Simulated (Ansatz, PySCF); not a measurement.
Pulling on the Se2–H6 bond in H4SeSi (SMILES [SiH3][SeH]) (multiplicity 1 held, fragments rigid). Energies count from the point at 1.472 Å.
Geometry at that point (charge 0, multiplicity 1):
```xyz
6

Si    -1.4109    -0.5597     0.0508
Se     0.7062     0.3230    -0.0277
H     -1.6337    -1.3177     1.3013
H     -2.3080     0.6138     0.0017
H     -1.6695    -1.4457    -1.1051
H      1.3547    -0.9972     0.0329
```

Restricted levels (R-, RO-) in cc, def2 and unpolarised 6-31G sets keep to the state of the molecule at rest. U- levels take the lowest unrestricted solution at each point, which mixes spins at long bonds. Active spaces are followed from a long bond inwards. Left out are points that failed, MP2 points that dive below the minimum, coupled-cluster points behind a jump of the amplitudes or a sharp parting from full CI or MRCI, small-basis points behind a change of solution, and semi-empirical points at long bonds. Levels need not reach the same state.

Correlated levels freeze the cores. Filled d and f shells under p-block atoms count as core. Rows in LANL2DZ carry no dispersion term and start afresh at each structure. LANL2DZ brings its own core potentials from Na on.

Programs: Ansatz (Gaussian orbitals); PySCF for LANL2DZ rows. Each number belongs to the level named beside it.

Energies in eV.

```tsv
R (Å)	R-PBE/def2-TZVPP	U-PBE/def2-TZVPP	R-r2SCAN/def2-TZVPP	U-B3LYP/LANL2DZ	R-wB97X-V/def2-TZVPP	FIC-MRCISD+Q on CASSCF(4,3)/def2-TZVPP
1.178	1.60	1.60	1.51	1.71	1.52	1.55
1.325	0.32	0.32	0.28	0.38	0.27	0.29
1.472	0.00	0.00	0.00	0.00	0.00	0.00
1.619	0.15	0.15	0.19	0.11	0.21	0.19
1.767	0.53	0.53	0.61	0.45	0.66	0.60
1.987	1.25	1.25	1.38	1.13	1.50	1.33
2.208	1.96	1.96	2.14	1.84	2.35	2.01
2.576	2.97	2.93	3.22	2.71	3.60	2.84
2.944	3.70	3.33	4.00	3.06	4.59	3.27
3.386	4.27	3.48	4.61	3.22	5.47	3.47
3.975	4.68	3.54	5.06	left out	6.26	3.55
4.711	4.91	3.55	5.31	left out	6.86	3.56
```

Doubts at one or more of the structures used: a restricted determinant that unrestricted orbitals would lower (R-PBE/def2-TZVPP, R-r2SCAN/def2-TZVPP, R-wB97X-V/def2-TZVPP); a spin-contaminated determinant (U-PBE/def2-TZVPP, U-B3LYP/LANL2DZ); active orbitals that take no part (FIC-MRCISD+Q on CASSCF(4,3)/def2-TZVPP).

Ansatz is a program for electronic structure.
